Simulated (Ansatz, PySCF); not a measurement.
Species: B2H4 (charge -1, doublet). It need not be the lowest isomer of its formula. 
Geometry from a B3LYP-D3(BJ)/def2-TZVP (Ansatz, a quantum-chemistry and plane-wave program) optimisation:
```
B
H 1 1.2199
H 1 1.2199 2 112.70
B 1 1.6411 2 123.65 3 -180.00
H 4 1.2199 1 123.65 2 180.00
H 4 1.2199 5 112.70 1 -180.00
```
Charge -1, spin multiplicity 2.

Total electronic energies in hartree. Cores are frozen in the correlated levels unless marked. UHF or UKS for open shells. No spin-orbit coupling. No relativistic terms. CBS marks a two-point X^-3 extrapolation of the correlation energy; Hartree-Fock from the larger set. The bracket is a focal-point correction in the basis named.

```tsv
level	program	energy (Eh)
HF/aug-cc-pVDZ	Ansatz	-51.64130
HF/cc-pVTZ	Ansatz	-51.65264
PBE/def2-TZVPD	PySCF	-51.97942
BLYP-D3(BJ)/def2-TZVPD	Ansatz + dftd3	(withheld)
revPBE-D4/def2-TZVPD	Ansatz + dftd4	-52.07437
B2GP-PLYP-D4/def2-TZVPD	Ansatz + dftd4	-51.99870
B2PLYP-D4/def2-TZVPD	Ansatz + dftd4	(withheld)
RPA@PBE/cc-pVQZ	Ansatz	-52.12738
SCS-MP2/cc-pVTZ	Ansatz	-51.89486
CCSD(T)/6-31G	Ansatz	-51.74380
CCSD(T)/aug-cc-pVDZ	Ansatz	-51.88242
CCSD(T)/def2-SVP	Ansatz	-51.82241
CCSD(T)/def2-SVPD	Ansatz	-51.83754
CCSD(T)/cc-pwCVTZ	Ansatz	-51.92870
RI-MP2/CBS(aug-cc-pVTZ,aug-cc-pVQZ)+[CCSD(T)-MP2]/aug-cc-pVTZ	Ansatz	-51.9563
```

Fill in the missing entries.


- BLYP-D3(BJ)/def2-TZVPD, energy (Eh): -52.04523
- B2PLYP-D4/def2-TZVPD, energy (Eh): -52.01404
